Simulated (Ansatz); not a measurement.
System: CHNO, charge 0, singlet. CHNO (SMILES N=C=O).
B3LYP-D3(BJ)/def2-TZVP minimum from Ansatz (a quantum-chemistry and plane-wave program):
```
C
O 1 1.1640
N 1 1.2097 2 172.93
H 3 1.0049 1 125.93 2 -180.00
```
Charge 0, spin multiplicity 1.

Total energies in hartree (Ansatz). UHF or UKS for unpaired electrons; spin-orbit terms are left out. Cores are frozen in correlated methods. No relativity. Where a partner has so few electrons that a lower coupled-cluster level is exact, that level stands in.

```tsv
species	HF/cc-pVTZ	CCSD(T)/cc-pVTZ	HF/cc-pVQZ	CCSD(T)/cc-pVQZ	CCSDT(Q)/cc-pVTZ
1: CHNO (isocyanic acid, SMILES N=C=O)	-167.82934	-168.43244	-167.84220	-168.48394	-168.43434
2: N (quartet)	-54.40069	-54.51471	-54.40372	-54.52482	-54.51507
3: C (triplet)	-37.69157	-37.78076	-37.69331	-37.78654	-37.78126
4: O (triplet)	-74.81176	-74.97396	-74.81729	-74.99357	-74.97430
5: H (doublet)	-0.49981	-0.49981	-0.49995	-0.49995	-0.49981
```

Q: Work out the atomisation energy (electronic, to ground-state atoms) in kcal/mol: take Hartree-Fock from cc-pVQZ, extrapolate the CCSD(T) correlation energy as X^-3 (X = 3, 4), and add CCSDT(Q) - CCSD(T) in cc-pVTZ. 1 hartree = 627.51 kcal/mol.

A: 
Species 1: correlation (64·(-0.64174) - 27·(-0.60310))/37 = -0.66994; step -0.00190; E1 = -167.84220 + (-0.66994) + (-0.00190) = -168.51404
Species 2: correlation (64·(-0.12110) - 27·(-0.11402))/37 = -0.12627; step -0.00036; E2 = -54.40372 + (-0.12627) + (-0.00036) = -54.53035
Species 3: correlation (64·(-0.09323) - 27·(-0.08919))/37 = -0.09618; step -0.00050; E3 = -37.69331 + (-0.09618) + (-0.00050) = -37.78999
Species 4: correlation (64·(-0.17628) - 27·(-0.16220))/37 = -0.18655; step -0.00034; E4 = -74.81729 + (-0.18655) + (-0.00034) = -75.00418
Species 5: correlation (64·(0.00000) - 27·(0.00000))/37 = 0.00000; step +0.00000; E5 = -0.49995 + (0.00000) + (+0.00000) = -0.49995
-1·E1 +1·E2 +1·E3 +1·E4 +1·E5 = 0.68957 hartree = 432.7 kcal/mol.
